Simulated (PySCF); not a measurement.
B3LYP has the VWN-RPA correlation part, as in Gaussian. Excitations are Tamm–Dancoff values on a coarser integration grid. The basis has no diffuse functions, so Rydberg states are missing or too high.

Z-matrix (Å, degrees):
```
Si
F 1 1.5763
F 1 1.5763 2 107.65
Cl 1 2.0176 2 109.30 3 -118.62
Cl 1 2.0176 2 109.30 3 118.62
```
Charge 0, spin multiplicity 1.

### Question
What is the computed dipole moment, T1 excitation (TDA) and S1 excitation (TDA) (B3LYP-D3(BJ)/def2-TZVP (PySCF))?

### Answer

```json
{
  "dipole_moment": "0.69 D",
  "T1 excitation (TDA)": "7.55 eV",
  "S1 excitation (TDA)": "8.13 eV"
}
```
